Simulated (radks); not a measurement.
Species: Pr4.25+. Configuration: [Kr] 4d10 4f(up 1, down 1) 5p6 5s(up 0.75, down 0) (fractional occupations, a model configuration). All-electron calculation, scalar-relativistic Kohn-Sham, r2SCAN, spin-polarised, spherical densities, finite nucleus; meta-GGA in the generalised Kohn-Sham scheme; Fermi nuclear charge, rms radius 4.8919 fm. Program: a radial shooting solver on a logarithmic mesh with Libxc functionals.

Unscreened Slater integrals over Kohn-Sham orbitals (eV). They are taken over the spin-up orbitals.

F0(4f,4f): 26.022
F2(4f,4f): 12.365
F4(4f,4f): 7.7536
F6(4f,4f): 5.5765
F0(4f,5p): 17.815
F2(4f,5p): 6.6699
G2(4f,5p): 3.6292
G4(4f,5p): 2.8190
F0(4f,5s): 19.402
G3(4f,5s): 4.0230
F0(4f,4d): 29.301
F2(4f,4d): 14.005
F4(4f,4d): 8.9244
G1(4f,4d): 16.577
G3(4f,4d): 10.355
G5(4f,4d): 7.3073
F0(5p,5p): 15.159
F2(5p,5p): 8.2788
F0(5p,5s): 15.957
G1(5p,5s): 10.856
F0(5p,4d): 18.743
F2(5p,4d): 5.5863
G1(5p,4d): 1.6139
G3(5p,4d): 1.5781
F0(5s,5s): 16.951
F0(5s,4d): 20.605
G2(5s,4d): 2.3079
F0(4d,4d): 33.946
F2(4d,4d): 17.314
F4(4d,4d): 11.589

Derived for the open shells (J is the average intra-shell exchange parameter used in DFT+U). 4f: F4/F2 = 0.627, F6/F2 = 0.451, J = (286 F2 + 195 F4 + 250 F6)/6435 = 1.001 eV.
